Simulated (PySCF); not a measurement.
# Basis and Hamiltonian dependence of the excitation energy of Mo

Mo [Kr] 4d5 5s1 (7S) → Mo [Kr] 4d4 5s2 (5D). All values are computed (PySCF 2.14, energy differences of UHF-based or UKS calculations, no spin-orbit coupling). Values in eV.

```
                                                                               basis    Hamiltonian  functions    UHF  r2SCAN   PBE0  MP2 (valence)  CCSD(T) (valence)  CCSD(T) (valence and next inner shell)
                                                        aug-cc-pVDZ-PP with ECP28MDF            ECP         54  2.255   2.364  2.105          1.870              1.632                                     n/a
                             def2-TZVPPD with the def2 core potential (28 electrons)            ECP         56  2.195   2.302  2.047          1.835              1.586                                   1.554
                                                            cc-pVTZ-PP with ECP28MDF            ECP         63  2.205   2.333  2.086          1.844                n/a                                     n/a
                                                                        x2c-TZVPPall  spin-free X2C         79  2.197   2.409  2.144          1.862              1.603                                   1.608
                             def2-QZVPPD with the def2 core potential (28 electrons)            ECP         81  2.202     n/a    n/a          1.819              1.590                                   1.568
                                                        aug-cc-pVTZ-PP with ECP28MDF            ECP         88  2.201   2.327  2.082          1.802              1.579                                     n/a
                   x2c-TZVPPall with one added diffuse shell each of s, p, d, f type  spin-free X2C         95  2.196   2.409  2.144          1.848              1.607                                   1.610
                                                                      aug-cc-pVTZ-DK  spin-free X2C        102  2.181   2.382  2.126          1.788              1.558                                     n/a
                                                                        x2c-QZVPPall  spin-free X2C        111  2.176   2.382  2.126          1.804                n/a                                     n/a
aug-cc-pVTZ-PP with one added diffuse shell each of s, p, d, f, g type with ECP28MDF            ECP        113  2.201   2.326  2.082          1.798                n/a                                     n/a
                                                      aug-cc-pwCVTZ-PP with ECP28MDF            ECP        122  2.193   2.320  2.078          1.799                n/a                                     n/a
```

Frozen in the all-electron rows: valence and next inner shell: [Ar] 3d10; valence: [Kr]; with a core potential, the same shells as far as they lie outside it.
